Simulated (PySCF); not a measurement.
Isomers of CH11ClSi4.

All values: CAM-B3LYP/def2-SVPD (PySCF) at GFN2-xTB geometries, gas phase, one conformer each. Core orbitals are frozen in the response; Δα² is half the sum of the squared differences of the principal polarisabilities.

Question: Rank by HOMO–LUMO gap, lowest first.
A. `[CH3:1][Si@:2]([SiH3:3])([Cl:4])[SiH2:5][SiH3:6]` with C1–Si2–Si5–Si6 47°
B. `[SiH3:1][CH2:2][Si:3]([SiH3:4])([SiH3:5])[Cl:6]` with Si1–C2–Si3–Si4 -67°
C. `[SiH3:1][SiH2:2][C@@H:3]([SiH3:4])[SiH2:5][Cl:6]` with Si1–Si2–C3–Si4 -66°, Si2–C3–Si5–Cl6 54°
D. `[CH3:1][SiH2:2][Si@@H:3]([SiH3:4])[SiH2:5][Cl:6]` with C1–Si2–Si3–Si4 -161°, Si2–Si3–Si5–Cl6 -59°
E. `[CH3:1][Si:2]([SiH3:3])([SiH3:4])[SiH2:5][Cl:6]` with C1–Si2–Si5–Cl6 178°

Answer: A (8.90 eV), E (9.11 eV), B (9.31 eV), D (9.48 eV), C (10.46 eV).

Question: Rank by polarisability anisotropy Δα, lowest first.
A. `[SiH3:1][CH2:2][Si@H:3]([Cl:4])[SiH2:5][SiH3:6]` with Si1–C2–Si3–Cl4 -64°, C2–Si3–Si5–Si6 69°
B. `[SiH3:1][CH2:2][Si@H:3]([SiH3:4])[SiH2:5][Cl:6]` with Si1–C2–Si3–Si4 63°, C2–Si3–Si5–Cl6 106°
C. `[CH3:1][Si@@H:2]([SiH3:3])[SiH2:4][SiH2:5][Cl:6]` with C1–Si2–Si4–Si5 -68°, Si2–Si4–Si5–Cl6 21°
D. `[CH3:1][SiH2:2][Si@@H:3]([SiH3:4])[SiH2:5][Cl:6]` with C1–Si2–Si3–Si4 -161°, Si2–Si3–Si5–Cl6 -59°
E. `[SiH3:1][SiH2:2][C@@H:3]([SiH3:4])[SiH2:5][Cl:6]` with Si1–Si2–C3–Si4 -66°, Si2–C3–Si5–Cl6 54°
F. `[CH3:1][Si@:2]([SiH3:3])([Cl:4])[SiH2:5][SiH3:6]` with C1–Si2–Si5–Si6 47°

Answer: B (2.24 Å³), E (2.83 Å³), C (3.61 Å³), D (4.58 Å³), A (6.30 Å³), F (7.78 Å³).

Question: Rank by mean static polarisability, highest first.
A. `[CH3:1][Si@@H:2]([SiH3:3])[SiH2:4][SiH2:5][Cl:6]` with C1–Si2–Si4–Si5 -68°, Si2–Si4–Si5–Cl6 21°
B. `[SiH3:1][SiH2:2][C@@H:3]([SiH3:4])[SiH2:5][Cl:6]` with Si1–Si2–C3–Si4 -66°, Si2–C3–Si5–Cl6 54°
C. `[SiH3:1][CH2:2][Si@H:3]([SiH3:4])[SiH2:5][Cl:6]` with Si1–C2–Si3–Si4 63°, C2–Si3–Si5–Cl6 106°
D. `[CH3:1][SiH2:2][Si@@H:3]([SiH3:4])[SiH2:5][Cl:6]` with C1–Si2–Si3–Si4 -161°, Si2–Si3–Si5–Cl6 -59°
E. `[SiH3][Si]([SiH3])([SiH3])CCl`
F. `[SiH3:1][CH2:2][Si:3]([SiH3:4])([SiH3:5])[Cl:6]` with Si1–C2–Si3–Si4 -67°

Answer: E (21.44 Å³), D (21.04 Å³), A (20.81 Å³), F (20.57 Å³), C (20.19 Å³), B (19.59 Å³).

All values together:

| SMILES | μ (D) | HOMO (eV) | LUMO (eV) | α (Å³) | Δα (Å³) |
| --- | --- | --- | --- | --- | --- |
| [SiH3]C[Si@H]([SiH3])[SiH2]Cl | 2.18 | -9.34 | 0.04 | 20.19 | 2.24 |
| [SiH3]C[Si]([SiH3])([SiH3])Cl | 1.43 | -9.20 | 0.11 | 20.57 | 2.38 |
| [SiH3]C[Si@H](Cl)[SiH2][SiH3] | 1.75 | -9.22 | 0.27 | 20.66 | 6.30 |
| C[Si@]([SiH3])(Cl)[SiH2][SiH3] | 1.73 | -9.03 | -0.13 | 21.52 | 7.78 |
| C[Si@@H]([SiH3])[SiH2][SiH2]Cl | 1.23 | -9.30 | 0.07 | 20.81 | 3.61 |
| C[SiH2][Si@@H]([SiH3])[SiH2]Cl | 1.68 | -9.33 | 0.16 | 21.04 | 4.58 |
| C[Si]([SiH3])([SiH3])[SiH2]Cl | 2.34 | -9.17 | -0.06 | 21.09 | 1.76 |
| [SiH3][Si]([SiH3])([SiH3])CCl | 1.40 | -9.27 | 0.13 | 21.44 | 3.39 |
| [SiH3][SiH2][C@@H]([SiH3])[SiH2]Cl | 1.34 | -9.87 | 0.59 | 19.59 | 2.83 |

Conformers: `[SiH3:1][CH2:2][Si@H:3]([SiH3:4])[SiH2:5][Cl:6]` with Si1–C2–Si3–Si4 63°, C2–Si3–Si5–Cl6 106°; `[SiH3:1][CH2:2][Si:3]([SiH3:4])([SiH3:5])[Cl:6]` with Si1–C2–Si3–Si4 -67°; `[SiH3:1][CH2:2][Si@H:3]([Cl:4])[SiH2:5][SiH3:6]` with Si1–C2–Si3–Cl4 -64°, C2–Si3–Si5–Si6 69°; `[CH3:1][Si@:2]([SiH3:3])([Cl:4])[SiH2:5][SiH3:6]` with C1–Si2–Si5–Si6 47°; `[CH3:1][Si@@H:2]([SiH3:3])[SiH2:4][SiH2:5][Cl:6]` with C1–Si2–Si4–Si5 -68°, Si2–Si4–Si5–Cl6 21°; `[CH3:1][SiH2:2][Si@@H:3]([SiH3:4])[SiH2:5][Cl:6]` with C1–Si2–Si3–Si4 -161°, Si2–Si3–Si5–Cl6 -59°; `[CH3:1][Si:2]([SiH3:3])([SiH3:4])[SiH2:5][Cl:6]` with C1–Si2–Si5–Cl6 178°; `[SiH3:1][SiH2:2][C@@H:3]([SiH3:4])[SiH2:5][Cl:6]` with Si1–Si2–C3–Si4 -66°, Si2–C3–Si5–Cl6 54°.
